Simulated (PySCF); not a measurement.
Distorted geometries of Nd2H6

Nd2H6 (singlet in the valence; each metal's 4f electrons, 3 of them, lie in its core potential, out of spins and levels). PySCF 2.14.0, RKS B3LYP, Nd lcecp-1-SVP with ECP49, H def2-SVP; non-relativistic Hamiltonian with scalar-relativistic core potentials where named; density fitting; no spin-orbit coupling. Relaxed geometry:

```xyz
8

Nd    0.0000    0.0000    1.8516
Nd    0.0000    0.0000   -1.8516
H     1.2807    0.0000    0.0000
H    -1.2807    0.0000    0.0000
H     0.0000    1.7335    2.9699
H     0.0000   -1.7335    2.9699
H     0.0000    1.7335   -2.9699
H     0.0000   -1.7335   -2.9699
```

Problem. Order these distorted geometries by energy above the relaxed one, lowest first.
A.
```xyz
8

Nd   -0.2212   -0.3192    2.0130
Nd   -0.1767   -0.0970   -1.9204
H     1.4906    0.2652   -0.2941
H    -1.4840    0.0549   -0.1031
H     0.0709    1.8852    2.9342
H    -0.0169   -1.5734    2.9540
H     0.3165    1.6699   -2.6237
H     0.0209   -1.8856   -2.9599
```
B.
```xyz
8

Nd   -0.0090   -0.0103    1.6825
Nd    0.1299    0.2309   -1.8409
H     1.5205   -0.1285   -0.0851
H    -1.5180   -0.0989   -0.0255
H    -0.0408    1.5584    3.2708
H     0.0130   -1.6348    2.7432
H     0.1162    1.9484   -2.9842
H    -0.2118   -1.8652   -2.7608
```
C.
```xyz
8

Nd   -0.0392   -0.0316    1.8294
Nd   -0.0462   -0.0139   -1.8557
H     1.2838    0.0331    0.0066
H    -1.2809    0.0317    0.0186
H     0.0413    1.7127    2.9432
H    -0.0037   -1.7427    2.9895
H     0.0159    1.7414   -2.9790
H     0.0290   -1.7306   -2.9525
```

Solution. C (0.03 eV), B (0.76 eV), A (2.87 eV).

Problem. Which forces (eV/Å) act in the one that lies 2.87 eV up?

Solution. 
```
Nd  -0.39  8.72 -5.55
Nd   0.37 -0.08  0.99
H   -0.93 -0.74  0.45
H    0.18 -0.57  0.63
H   -0.24 -1.57 -0.30
H    0.92 -6.33  4.63
H    0.07  0.61 -0.69
H    0.03 -0.03 -0.17
```
Forces carry noise of the integration grid, about 0.01 to 0.03 eV/Å.

An lcecp potential fixes the number of 4f electrons, so in runs with it no electron can move into or out of that shell.
